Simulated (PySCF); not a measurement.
These 2 structures share the formula CH10B2NP. Method: PySCF, PBE0-D3(BJ)/def2-SVP geometry optimisation, gas phase. Energies are electronic, without zero-point or thermal terms, for one conformer each. No frequencies were run at this level. Point groups hold within 0.08 Å.

Question: Rank from lowest to highest electronic energy at this level (kcal/mol).
A. `[BH2:1][NH:2][CH2:3][BH2-:4][PH3+:5]` with B1–N2–C3–B4 115°, N2–C3–B4–P5 -57°
B. `[CH3:1][B@@H-:2]1[NH2+:3][BH2-:4][PH2+:5]1` with C1–B2–N3–B4 -133°, B2–N3–B4–P5 12°, N3–B4–P5–B2 -10°, C1–B2–P5–B4 128°

Answer: B (0.0), A (29.7).

As drawn, the lower has a four-membered ring, which the higher lacks.

```csv
SMILES,E (Eh),E rel (kcal/mol),dipole (D),point group,"A, B, C (MHz)"
C[B@@H-]1[NH2+][BH2-][PH2+]1,-489.45777,0.0,1.05,C1,"5016, 3266, 2227"
BNC[BH2-][PH3+],-489.41045,29.7,3.34,C1,"5773, 2300, 1815"
```

Q: How do the relative energies change in single points at B3LYP/pcSseg-1 (no added dispersion term) on the same geometries?

A: 
```json
{"SMILES": "C[B@@H-]1[NH2+][BH2-][PH2+]1", "PBE0-D3(BJ)/def2-SVP (kcal/mol)": "0.0", "B3LYP/pcSseg-1 (kcal/mol)": "0.0", "shift": "0.0"}
{"SMILES": "BNC[BH2-][PH3+]", "PBE0-D3(BJ)/def2-SVP (kcal/mol)": "29.7", "B3LYP/pcSseg-1 (kcal/mol)": "21.8", "shift": "-7.9"}
```

Each column counts from its own lowest isomer. The order is unchanged; the largest shift is 7.9 kcal/mol.
